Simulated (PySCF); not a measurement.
FNa, charge -1, doublet, at the geometry of the source list (a state made from the parent by changing its charge; the spin is typed, not shown lowest) (in this run its highest filled SCF level lies above zero, so its values depend strongly on the basis, on diffuse functions most of all); PySCF with TPSS/def2-SVP.

Here is a job for PySCF.
```python
from pyscf import gto, scf, dft

mol = gto.M(
    atom='''
Na   -0.46820000   -0.38610000   -0.63250000
F     0.46820000    0.38610000    0.63250000
''',
    basis='def2-svp',
    charge=-1,
    spin=1,
    verbose=4,
)

mf = dft.UKS(mol)
mf.xc = 'tpss'
mf.kernel()
mf.analyze()
```

**Question.** Predict the main parts of the log of this PySCF run.

**Answer.** 
```
PySCF version 2.14.0

[INPUT] verbose = 4
[INPUT] num. atoms = 2
[INPUT] num. electrons = 21
[INPUT] charge = -1
[INPUT] spin (= nelec alpha-beta = 2S) = 1
[INPUT] symmetry False subgroup None
[INPUT] Mole.unit = angstrom
[INPUT] Symbol           X                Y                Z      unit          X                Y                Z       unit  Magmom
[INPUT]  1 Na    -0.468200000000  -0.386100000000  -0.632500000000 AA   -0.884769771521  -0.729623256695  -1.195251773787 Bohr   0.0
[INPUT]  2 F      0.468200000000   0.386100000000   0.632500000000 AA    0.884769771521   0.729623256695   1.195251773787 Bohr   0.0

nuclear repulsion = 29.8833590169997
number of shells = 13
number of NR pGTOs = 57
number of NR cGTOs = 29
basis = def2-svp
ecp = {}

******** <class 'pyscf.dft.uks.UKS'> ********
method = UKS
initial guess = minao
damping factor = 0
level_shift factor = 0
DIIS = <class 'pyscf.scf.diis.CDIIS'>
diis_start_cycle = 1
diis_space = 8
diis_damp = 0
SCF conv_tol = 1e-09
SCF conv_tol_grad = None
SCF max_cycles = 50
direct_scf = True
direct_scf_tol = 1e-13
number electrons alpha = 11  beta = 10
XC library pyscf.dft.libxc version 7.1.2
    S. Lehtola, C. Steigemann, M. J. T. Oliveira, and M. A. L. Marques,  SoftwareX 7, 1–5 (2018)
XC functionals = tpss
    J. Tao, J. P. Perdew, V. N. Staroverov, and G. E. Scuseria,  Phys. Rev. Lett. 91, 146401 (2003)
    J. P. Perdew, J. Tao, V. N. Staroverov, and G. E. Scuseria,  J. Chem. Phys. 120, 6898 (2004)
    J. Tao, J. P. Perdew, V. N. Staroverov, and G. E. Scuseria,  Phys. Rev. Lett. 91, 146401 (2003)
    J. P. Perdew, J. Tao, V. N. Staroverov, and G. E. Scuseria,  J. Chem. Phys. 120, 6898 (2004)
radial grids:
    Treutler-Ahlrichs [JCP 102, 346 (1995); DOI:10.1063/1.469408] (M4) radial grids

becke partition: Becke, JCP 88, 2547 (1988); DOI:10.1063/1.454033
pruning grids: <function nwchem_prune>
grids dens level: 3
symmetrized grids: False
atomic radii adjust function: <function treutler_atomic_radii_adjust>
small_rho_cutoff = 0
Set gradient conv threshold to 3.16228e-05
tot grids = 32368
init E= -261.916382758917

cycle= 1 E= -261.874643802155  delta_E= 0.0417  |g|= 0.632  |ddm|= 0.762
cycle= 2 E= -251.686327277761  delta_E= 10.2  |g|= 2.53  |ddm|= 11.8
cycle= 3 E= -262.003348239352  delta_E= -10.3  |g|= 0.243  |ddm|= 10.5

cycle= 4 E= -262.040798614938  delta_E= -0.0375  |g|= 0.0353  |ddm|= 0.674
cycle= 5 E= -262.042902269427  delta_E= -0.0021  |g|= 0.0136  |ddm|= 0.182

cycle= 6 E= -262.043002962225  delta_E= -0.000101  |g|= 0.00399  |ddm|= 0.0368

cycle= 7 E= -262.043008925166  delta_E= -5.96e-06  |g|= 0.00168  |ddm|= 0.00975

cycle= 8 E= -262.0430104464  delta_E= -1.52e-06  |g|= 0.000167  |ddm|= 0.00263

cycle= 9 E= -262.043010457584  delta_E= -1.12e-08  |g|= 5.26e-05  |ddm|= 0.000206

cycle= 10 E= -262.043010459401  delta_E= -1.82e-09  |g|= 1.62e-06  |ddm|= 0.000109

cycle= 11 E= -262.043010459405  delta_E= -4.83e-12  |g|= 1.87e-07  |ddm|= 1.57e-05

Extra cycle  E= -262.043010459405  delta_E= 1.14e-13  |g|= 5.26e-07  |ddm|= 1.75e-06
converged SCF energy = -262.043010459405  <S^2> = 0.75007481  2S+1 = 2.0000748
**** SCF Summaries ****
Total Energy =                        -262.043010459405252
Nuclear Repulsion Energy =              29.883359016999670
One-electron Energy =                 -432.637973763553248
Two-electron Energy =                  140.711604287148333
Two-electron Coulomb Energy =          165.880023791886373
DFT Exchange-Correlation Energy =      -25.168419504738033
**** MO energy ****
                             alpha | beta                alpha | beta
MO #1   energy= -37.8717308585459  | -37.8712079144161  occ= 1 | 1
MO #2   energy= -24.0617768713936  | -24.0612662732657  occ= 1 | 1
MO #3   energy= -1.87156773507298  | -1.87038994411719  occ= 1 | 1
MO #4   energy= -0.833811243280206 | -0.832381728332953 occ= 1 | 1
MO #5   energy= -0.822790083243527 | -0.821844077127944 occ= 1 | 1
MO #6   energy= -0.822790036275933 | -0.821843982041234 occ= 1 | 1
MO #7   energy= -0.686857520941525 | -0.685742282533848 occ= 1 | 1
MO #8   energy= -0.0277160104391665 | -0.027307731008162 occ= 1 | 1
MO #9   energy= -0.0277001037040555 | -0.0272918579543282 occ= 1 | 1
MO #10  energy= -0.0261948178464693 | -0.0242606420693377 occ= 1 | 1
MO #11  energy= 0.059848304783392  | 0.0517024438083005 occ= 1 | 0
MO #12  energy= 0.159169865994272  | 0.158020857264104  occ= 0 | 0
MO #13  energy= 0.159171883478708  | 0.15802255080119   occ= 0 | 0
MO #14  energy= 0.187305444824672  | 0.181897798236744  occ= 0 | 0
MO #15  energy= 0.256042498417643  | 0.234981715285213  occ= 0 | 0
MO #16  energy= 0.442924434040869  | 0.424466848138444  occ= 0 | 0
MO #17  energy= 0.442926116411748  | 0.424467955338836  occ= 0 | 0
MO #18  energy= 0.488680100096893  | 0.457010642781293  occ= 0 | 0
MO #19  energy= 0.488683524407677  | 0.457012002274682  occ= 0 | 0

To work with the spin densities directly, `use mulliken_meta_spin()` only printing them here.

 ** Mulliken spin pop alpha/beta on meta-lowdin orthogonal AOs **
 ** Mulliken Spin Density (per AO)  **
spin_pop of  0 Na 1s        0.00000
spin_pop of  0 Na 2s        0.00010
spin_pop of  0 Na 3s        0.74381
spin_pop of  0 Na 4s        0.08938
spin_pop of  0 Na 2px       0.00007
spin_pop of  0 Na 2py       0.00005
spin_pop of  0 Na 2pz       0.00012
spin_pop of  0 Na 3px       0.03492
spin_pop of  0 Na 3py       0.02397
spin_pop of  0 Na 3pz       0.06315
spin_pop of  0 Na 3dxy      0.00026
spin_pop of  0 Na 3dyz      0.00058
spin_pop of  0 Na 3dz^2    -0.00029
spin_pop of  0 Na 3dxz      0.00101
spin_pop of  0 Na 3dx2-y2   -0.00029
spin_pop of  1 F 1s        0.00000
spin_pop of  1 F 2s        0.01303
spin_pop of  1 F 3s        0.01124
spin_pop of  1 F 2px       0.00511
spin_pop of  1 F 2py       0.00346
spin_pop of  1 F 2pz       0.00937
spin_pop of  1 F 3px       0.00027
spin_pop of  1 F 3py       0.00018
spin_pop of  1 F 3pz       0.00049
spin_pop of  1 F 3dxy      0.00000
spin_pop of  1 F 3dyz      0.00000
spin_pop of  1 F 3dz^2     0.00000
spin_pop of  1 F 3dxz      0.00000
spin_pop of  1 F 3dx2-y2   -0.00000
 ** Mulliken Spin Density (per atom)  **
spin density of  0 Na =      0.95685
spin density of  1 F =      0.04315
 ** Mulliken pop alpha/beta on meta-lowdin orthogonal AOs **
 ** Mulliken pop       alpha | beta **
pop of  0 Na 1s        1.00000 | 1.00000
pop of  0 Na 2s        0.99991 | 0.99981
pop of  0 Na 3s        0.78862 | 0.04481
pop of  0 Na 4s        0.09656 | 0.00717
pop of  0 Na 2px       0.99982 | 0.99975
pop of  0 Na 2py       0.99983 | 0.99978
pop of  0 Na 2pz       0.99979 | 0.99967
pop of  0 Na 3px       0.05419 | 0.01927
pop of  0 Na 3py       0.04508 | 0.02111
pop of  0 Na 3pz       0.07766 | 0.01451
pop of  0 Na 3dxy      0.00186 | 0.00160
pop of  0 Na 3dyz      0.00256 | 0.00198
pop of  0 Na 3dz^2     0.00414 | 0.00443
pop of  0 Na 3dxz      0.00250 | 0.00148
pop of  0 Na 3dx2-y2    0.00247 | 0.00276
pop of  1 F 1s        0.99999 | 0.99999
pop of  1 F 2s        0.98940 | 0.97637
pop of  1 F 3s        0.01248 | 0.00124
pop of  1 F 2px       0.97162 | 0.96651
pop of  1 F 2py       0.97025 | 0.96679
pop of  1 F 2pz       0.97517 | 0.96579
pop of  1 F 3px       0.00194 | 0.00167
pop of  1 F 3py       0.00190 | 0.00172
pop of  1 F 3pz       0.00205 | 0.00156
pop of  1 F 3dxy      0.00003 | 0.00003
pop of  1 F 3dyz      0.00005 | 0.00005
pop of  1 F 3dz^2     0.00007 | 0.00007
pop of  1 F 3dxz      0.00005 | 0.00005
pop of  1 F 3dx2-y2    0.00004 | 0.00004
In total            11.00000 | 10.00000
 ** Mulliken atomic charges   ( Nelec_alpha | Nelec_beta ) **
charge of  0Na =     -0.19312  (     6.07498      5.11814 )
charge of  1F =     -0.80688  (     4.92502      4.88186 )

WARN: System has nonzero charge -1; the dipole moment is origin-dependent.
Location of origin: [0. 0. 0.]

Dipole moment(X, Y, Z, Debye):  1.35142,  1.11449,  1.82562
```
